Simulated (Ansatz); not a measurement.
System: sum formula H5SiO4, charge 1, multiplicity 1. It need not be the lowest isomer of its formula. SMILES: [OH2+][Si](O)(O)O
Structure (B3LYP-D3(BJ)/def2-TZVP (Ansatz, an electronic-structure program) minimum search):
```
Si
O 1 1.5920
H 2 0.9629 1 125.63
O 1 1.5933 2 113.04 3 -161.02
H 4 0.9632 1 124.29 2 15.27
O 1 1.5965 2 120.05 3 -14.82
H 6 0.9625 1 125.53 2 -108.82
O 1 1.8172 2 103.68 3 88.42
H 8 0.9714 1 123.13 2 64.60
H 8 0.9724 9 112.02 1 -153.41
```
Charge +1, spin multiplicity 1.

Wanted: vertical electron affinity (to the doublet state of charge +0; a negative value means that the extra electron is unbound and the number depends on the basis; each state is the SCF solution reached for its spin), in eV. Cores are frozen in the correlated levels unless marked. Open shells are spin-unrestricted. Spin-orbit coupling is left out. No relativistic terms. CBS marks a two-point X^-3 extrapolation of the correlation energy; Hartree-Fock from the larger set.

```
level                                        program  vertical electron affinity (eV)
-------------------------------------------  -------  -------------------------------
HF/aug-cc-pV(T+d)Z                            Ansatz                             3.27
SVWN5/def2-TZVPD                              Ansatz                             4.40
PBE/def2-TZVPD                                Ansatz                             4.27
r2SCAN/def2-TZVPD                             Ansatz                             4.04
BHLYP/def2-TZVPD                              Ansatz                             3.85
CAM-B3LYP/def2-TZVPD                          Ansatz                             4.00
wB97M-V/def2-TZVPD                            Ansatz                             3.80
wB97X-V/def2-TZVPD                            Ansatz                             3.70
wB97X/def2-TZVPD                              Ansatz                             3.59
B2PLYP/def2-TZVPD                             Ansatz                             3.97
MP2/aug-cc-pV(D+d)Z                           Ansatz                             3.76
RI-MP2/CBS(aug-cc-pV(T+d)Z,aug-cc-pV(Q+d)Z)   Ansatz                             3.80
CCSD/aug-cc-pV(D+d)Z                          Ansatz                             3.79
CCSD(T)/aug-cc-pV(D+d)Z                       Ansatz                             3.86
```
